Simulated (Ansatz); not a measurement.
C$_{2}$H$_{6}$AlClS, SMILES `C[S][Al]([CH3])[Cl]`. Charge 0, multiplicity 1.

Cartesian coordinates in Å:
```
C -2.120 0.754 -1.090
S -1.143 0.888 0.441
Al 0.614 -0.326 0.088
C 1.996 -0.521 1.427
Cl 0.782 -1.305 -1.772
H -2.227 1.749 -1.520
H -1.644 0.096 -1.814
H -3.104 0.363 -0.836
H 2.959 -0.171 1.043
H 2.123 -1.572 1.702
H 1.763 0.044 2.332
```

**Question.** List the harmonic frequencies (cm⁻¹, unscaled) at PBE0-D4/def2-TZVP in Ansatz. (Best estimate.)

**Answer.** Ansatz gave: 48, 60, 83, 120, 147, 184, 227, 403, 552, 659, 691, 710, 725, 977, 985, 1222, 1351, 1439, 1439, 1472, 1476, 3047, 3073, 3126, 3141, 3164, 3174.

**Question.** Is this a minimum?

**Answer.** Yes, all 27 modes are real.

**Question.** Give the ideal-gas thermochemistry at 298.15 K and 1 bar (rigid rotor, harmonic oscillator; point group Cs, symmetry number 1).

**Answer.** Zero-point energy 201.5 kJ/mol; H(298) − E = 227.1 kJ/mol; entropy 398.1 J/(mol·K), of which translation 169.0, rotation 119.3, vibration 109.8; G(298) − E = 108.4 kJ/mol. Modes under 100 cm⁻¹ are hindered rotations or soft bends, so the harmonic entropy is rough.

**Question.** And at 400, 500, 600, 800 and 1000 K?

**Answer.** 
| T (K) | H − E (kJ/mol) | S (J/mol/K) | G − E (kJ/mol) |
| --- | --- | --- | --- |
| 400 | 240.3 | 436.1 | 65.9 |
| 500 | 254.9 | 468.7 | 20.6 |
| 600 | 270.9 | 497.8 | -27.8 |
| 800 | 306.0 | 548.2 | -132.5 |
| 1000 | 344.5 | 591.1 | -246.5 |
